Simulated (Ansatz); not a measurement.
Geometry optimisation, RKS BLYP/def2-SVP in Ansatz.

Input:

```yaml
crystal:
  periodic: [false, false, false]
  atoms:
    - { symbol: Sn, position_ang: [0.069615, -0.363728, -0.486368] }
    - { symbol: O, position_ang: [0.524937, 0.26082, 2.577139] }
    - { symbol: H, position_ang: [-0.406807, 0.335846, 2.861955] }
    - { symbol: H, position_ang: [1.589596, 0.449881, -0.40624] }
    - { symbol: H, position_ang: [-1.313565, 0.559172, -0.011783] }
    - { symbol: H, position_ang: [-0.194109, -1.01659, -2.08618] }
    - { symbol: O, position_ang: [0.124474, -1.990513, 0.655254] }
    - { symbol: Al, position_ang: [0.338827, -3.692396, 0.793318] }
    - { symbol: H, position_ang: [1.0413, -4.528878, -0.368008] }
    - { symbol: H, position_ang: [-0.178061, -4.352448, 2.149124] }
    - { symbol: H, position_ang: [0.605993, -0.710065, 2.384489] }
basis:
  gaussian: { orbitals: def2-SVP }
hamiltonian:
  xc: blyp
relax:
  f_tol: 0.03
  max_steps: 50
```

Launched with:

```bash
$ ansatz run input.yaml --threads 2 --pin off --max-ram 3072MiB --backend cpu --events-out ev --progress --plain --runs-dir out
```

Question: Where does it end, and by what steps?

Answer: It converged. The force dipped under the threshold on the way, but the program's further checks kept it going. After 12 steps the energy has fallen by 0.082 eV; H9 moved furthest, 0.69 Å.

| step | energy less start (eV) | largest force component (eV/Å) | accepted |
| --- | --- | --- | --- |
| 0 | 0.0000 | 0.682 | yes |
| 1 | -0.0264 | 0.784 | yes |
| 2 | -0.0197 | 1.623 | no |
| 3 | -0.0507 | 0.470 | yes |
| 4 | -0.0508 | 0.928 | yes |
| 5 | -0.0733 | 0.091 | yes |
| 6 | -0.0777 | 0.029 | yes |
| 7 | -0.0778 | 0.160 | yes |
| 8 | -0.0747 | 0.256 | no |
| 9 | -0.0810 | 0.063 | yes |
| 10 | -0.0819 | 0.007 | yes |
| 11 | -0.0821 | 0.012 | yes |
| 12 | -0.0823 | 0.022 | yes |

```xyz
11
Properties=species:S:1:pos:R:3
Sn 0.171 -0.360 -0.441
O 0.410 0.233 2.508
H -0.511 0.343 2.820
H 1.643 0.529 -0.321
H -1.286 0.511 -0.110
H 0.041 -1.142 -1.996
O 0.251 -1.938 0.868
Al 0.331 -3.662 0.818
H 0.394 -4.427 -0.581
H 0.319 -4.405 2.225
H 0.439 -0.730 2.272
```

Whether the end is a true minimum wasn't checked by a vibrational analysis.

Run time: 35 s on 2 threads of Arm Neoverse V1, on a shared host, peak memory 0.14 GiB.
